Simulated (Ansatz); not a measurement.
Reaction (ligand exchange at a Ti–Cl bond): `C[NH][Ti]([F])([F])[Cl]` + H–F → `C[NH][Ti]([F])([F])[F]` + HCl

Program: Ansatz. Geometries: PBE0-D4/def2-TZVP. ΔE: electronic, gas phase. CCSD(T)/CBS adds triple-zeta CCSD(T) − MP2 to the extrapolated MP2 energy (def2 sets, frozen cores). This one scheme is used for every species. DFT in def2-TZVPP. B3LYP here is the variant with VWN-RPA as its local correlation; programs differ in this. For Ti outer-core shells are correlated without core-valence functions, which leaves a few kJ/mol of doubt a bond. Scalar relativity is left out up to krypton. One conformer a species, not always the lowest.

**Question.** Is it downhill or uphill in electronic energy at CCSD(T)/CBS, and by how much? (Best estimate.)

**Answer.** The calculation gave: Downhill: ΔE = -0.9 kcal/mol.

**Question.** What do these levels give: B3LYP-D4, r2SCANh-D4, PBE, MP2/def2-TZVPP, SCS-MP2/def2-TZVPP, HF/def2-QZVPP? (Estimate.)

**Answer.** Computed: B3LYP-D4 -3.5, r2SCANh-D4 -3.2, PBE -4.3, MP2/def2-TZVPP -0.2, SCS-MP2/def2-TZVPP -2.1, HF/def2-QZVPP -5.3 kcal/mol.

Largest T1 diagnostic among the species: 0.023, so the coupled-cluster value is less sure than usual.

From BLYP to BHLYP (50 % exact exchange), in def2-TZVPP and without D4, ΔE moves by +1.5 kcal/mol. At CCSD(T), def2-SVP lies −5.2 kcal/mol from the extrapolated value and def2-TZVPP −1.5 kcal/mol. Leaving LDA and LC-ωPBE aside and taking each functional with its dispersion term where it has one, the values, not all of them listed here, spread over 3.8 kcal/mol, from CAM-B3LYP-D4 to PBE-QIDH. LDA lies +0.8 kcal/mol from PBE without D4.
